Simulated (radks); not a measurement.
Values are calculated unless marked as measured or tabulated.
Question: The mean radii <r> (bohr) of the occupied orbitals of an atom or ion are listed with their occupations. Level of theory: Dirac Kohn-Sham, BLYP, spin-unpolarised, spherical densities, finite nucleus; Fermi nuclear charge, rms radius of each element as measured or else 0.836 A^(1/3) + 0.57 fm (a radial shooting solver on a logarithmic mesh with Libxc functionals).

orbital  occ.      <r>
1s1/2       2  0.04274
2s1/2       2   0.1893
2p1/2       2   0.1627
2p3/2       4   0.1666
3s1/2       2   0.5505
3p1/2       2   0.5555
3p3/2       4   0.5659
3d3/2       4   0.5807
3d5/2       6   0.5846
4s1/2       2    1.467

Name the element and its charge. Open shells, if any, are shared by 2j + 1.

Answer: Z = 35, bromine, charge +5: Br5+ in [Ar] 3d10 4s2. The 1s radius gives Z: for a bare nucleus <r> = (2 gamma + 1)/(2Z) with gamma = sqrt(1 - (Z/c)^2), 0.04191 bohr for Z = 35, and screening makes it slightly larger (0.04274 here). The occupations add up to 30, and the charge is Z minus that.
